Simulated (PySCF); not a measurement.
Species: C₃H₇N₃SSi.
Z-matrix (Å and degrees, GFN2-xTB geometry), rows numbered from 1:
```
C 
S   1  1.8154
C   2  1.7406  1   98.92
C   3  1.3787  2  128.82  1   179.47
N   4  1.3550  3  104.95  2   179.64
Si  5  1.7634  4  131.25  3  -177.18
N   5  1.3397  4  108.64  3     0.02
N   7  1.2725  5  109.82  4     0.00
H   1  1.0848  2  108.89  3    54.27
H   1  1.0854  2  109.14  3   -66.14
H   1  1.0851  2  106.59  3   174.07
H   4  1.0676  3  132.04  2    -0.66
H   6  1.4623  5  105.18  4   -43.56
H   6  1.4526  5  103.32  4  -164.34
H   6  1.4626  5  106.61  4    74.69
```

Definitions: NICS(0) = −σiso at the ring centroid; NICS(1) = −σiso and NICS(1)zz = −σzz at ±1 Å along the ring normal z. Level: GIAO PBE0/pcSseg-1 (PySCF, non-relativistic, gas phase) on the GFN2-xTB geometry, one conformer.

Ring bond lengths (Å), with Mayer bond orders in brackets: C3–C4 1.379 (1.41), C4–N5 1.355 (1.13), N5–N7 1.340 (1.15), N7–N8 1.273 (1.50), N8–C3 1.355 (1.27).

Task: What do the NICS probes read (ppm)?

Result: 
| ring | type | NICS(0) | NICS(1), two faces | NICS(1)zz, two faces | rms pucker (Å) | centre to ring atoms, mean (Å) |
| --- | --- | --- | --- | --- | --- | --- |
| C3–C4–N5–N7–N8 | 5-membered ring with 3 N; formal bonds all aromatic | -12.1 | -12.9 / -12.8 | -32.2 / -31.8 | 0.00 | 1.14 |

Task: What do they say, and how far can they be read as aromaticity?

Result: 
- C3–C4–N5–N7–N8: mean NICS(1)zz -32.0 ppm, shielded. For a flat ring without four-coordinate atoms the NICS criterion counts such a value as aromatic.

Task: And the bond-length index? HOMA = 1 − mean of α(R − Ropt)² over the ring bonds, with Krygowski's 1993 parameters (CC: Ropt 1.388 Å, α 257.7 Å⁻²; CN: Ropt 1.334 Å, α 93.52 Å⁻²; NN: Ropt 1.309 Å, α 130.33 Å⁻²).

Result: 
- C3–C4–N5–N7–N8: HOMA 0.92; the largest term is that of N7–N8, α(R − Ropt)² = 0.17. The geometric and the magnetic index point the same way.

Task: What field does 14.1 T along the ring normal induce along that normal at the second NICS(1) probe listed for ring C3–C4–N5–N7–N8, 1 Å off the ring?

Result: NICSzz × B0 = -31.8 ppm × 14.1 T = -448 μT, against the applied field.

Task: List the ring angles and the Hirshfeld charges of the ring atoms.

Result: 
- C3–C4–N5–N7–N8: C3 107.6° (-0.015 e), C4 105.0° (-0.042 e), N5 108.6° (-0.059 e), N7 109.8° (-0.076 e), N8 109.0° (-0.126 e); sum 540.0° against 540° for a flat convex ring.

The run took about 70 s of CPU time (one thread, shared machine). This is the whole shielding run at PBE0/pcSseg-1, SCF included.
